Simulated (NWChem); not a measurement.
Molecule: HfHSOF; SMILES [OH][Hf]([F])=[S]

```xyz
5

Hf     0.0008    -0.1956    -0.1789
S      0.1016     1.9973     0.1996
F      1.5472    -1.0990     0.5138
O     -1.6471    -0.9150     0.5080
H     -2.4322    -0.6627     1.0004
```
Atoms are numbered in this order, from 1.

Computed with NWChem. Coordinates come from a PBE0/def2-SVP optimisation. def2 effective core potentials on Hf; no spin-orbit coupling. Level M06-2X/def2-SVP: energy and gradient on several grids; changes count from the extra-fine grid, which is no exact limit either.

| grid | size of the energy change (μHa) | largest change of a gradient component (μHa/bohr) | time, medium = 1 (rough) |
|---|---|---|---|
| xcoarse | 6000 | 4000 | about 1 |
| coarse | 100 | 600 | about 1 |
| medium | < 10 | 90 | about 1 |
| fine | < 10 | 200 | about 1 |
| xfine | < 10 | < 30 | 2 |
